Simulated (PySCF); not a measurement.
# UHF on Eu³⁺ (europium, charge +3)

Configuration: [Xe] 4f6, high-spin 7F determinant. All numbers are calculated (PySCF 2.14, the spin-free X2C one-electron Hamiltonian (Gaussian nucleus), in ANO-RCC-VTZP (8s7p5d3f2g1h, 104 functions)).

* Total energy: -10837.802081 hartree
* One-electron energy: -14755.1673 hartree
* Hartree (Coulomb) energy: 4158.6269 hartree
* Exchange energy: -241.2617 hartree
* ⟨S²⟩: 12.0054
* ⟨L²⟩: 12.017
* Sum of ⟨r⟩: 33.46 bohr
* Sum of ⟨r²⟩: 35.76 bohr²
* Traceless quadrupole moment −½Σ⟨3z² − r²⟩ along its main axis: -0.206 e·bohr²
* Langevin diamagnetic susceptibility: -28.3 ×10⁻⁶ cm³/mol

| shell | electrons | mean orbital energy (eV) | spread (eV) | rms radius, mean of both spins (bohr) |
| --- | --- | --- | --- | --- |
| 1s α | 1 | -48780.9 | 0 | 0.0254 |
| 1s β | 1 | -48780.9 | 0 | 0.0254 |
| 2s α | 1 | -8156.2 | 0 | 0.103 |
| 2s β | 1 | -8156.0 | 0 | 0.103 |
| 2p α | 3 | -7275.3 | 0.287 | 0.0924 |
| 2p β | 3 | -7275.2 | 0.311 | 0.0924 |
| 3s α | 1 | -1872.2 | 0 | 0.266 |
| 3s β | 1 | -1868.4 | 0 | 0.266 |
| 3p α | 3 | -1591.4 | 0.951 | 0.266 |
| 3p β | 3 | -1587.1 | 1.797 | 0.266 |
| 3d α | 5 | -1209.7 | 0.320 | 0.245 |
| 3d β | 5 | -1205.0 | 1.401 | 0.245 |
| 4s α | 1 | -424.86 | 0 | 0.601 |
| 4s β | 1 | -414.69 | 0 | 0.601 |
| 4p α | 3 | -329.88 | 0.640 | 0.637 |
| 4p β | 3 | -318.60 | 3.011 | 0.637 |
| 4d α | 5 | -193.91 | 1.845 | 0.704 |
| 4d β | 5 | -179.21 | 2.513 | 0.704 |
| 5s α | 1 | -85.455 | 0 | 1.46 |
| 5s β | 1 | -81.759 | 0 | 1.46 |
| 5p α | 3 | -58.554 | 0.553 | 1.67 |
| 5p β | 3 | -55.692 | 1.244 | 1.67 |
| 4f α | 6 | -46.584 | 2.522 | 0.955 |

Spin-orbit coupling, absent here, splits the open shell strongly.

Densities and radii are taken from the X2C orbitals without a picture-change correction, which distorts them close to the nucleus.

Spin-orbit constants ζ (cm⁻¹) from the X2C one-electron operator on these orbitals: bare nucleus, nucleus screened by l(l+1)(2l+1)/3 electrons, and screened by the Breit-Pauli mean field of the electrons.

```
shell     bare  screened nucleus  mean field
   2p  3380000           3272000         n/a
   3p   696300            674200         n/a
   3d   108200             91050         n/a
   4p   150800            146000         n/a
   4d    19670             16540         n/a
   4f     2865              1592         n/a
   5p    21300             20630         n/a
```

To first order the Landé constant is A = 265.3 cm⁻¹, so the lowest level has J = 0 and lies 0.395 eV below the centre of the term. This holds in LS coupling only.
